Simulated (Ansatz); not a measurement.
Spectroscopic constants of LiP, multiplicity 3 (lowest of 2S+1 = 1, 3, 5 at CCSD(T)/def2-TZVPP on PBE0 minima; our sources give no spin for the ground state, which may be another).

D_e counts from the fitted minimum to each atom's lowest state at the same level, without counterpoise.

Correlated levels freeze the inner cores; with def2 sets outer-core shells near the valence are correlated too.

Programs: Ansatz (Gaussian basis) for Hartree–Fock, density functionals and correlated methods. Values without a source in brackets are computed.

```
level                 bond energy D_e (kJ/mol)
--------------------  ------------------------
SVWN5/def2-TZVPP                         204.6
r2SCAN/def2-TZVPP                        172.6
B97M-V/def2-TZVPP                        192.6
B3LYP/def2-TZVPP                         178.9
BHLYP/def2-TZVPP                         170.3
CAM-B3LYP/def2-TZVPP                     179.2
wB97M-V/def2-TZVPP                       188.1
B2PLYP/def2-TZVPP                        168.2
CCSD/def2-QZVPP                            [?]
```

Q: Fill in the missing entries.

A: 
- CCSD/def2-QZVPP, bond energy D_e (kJ/mol): 162.2

Ansatz is a quantum-chemistry and plane-wave program.
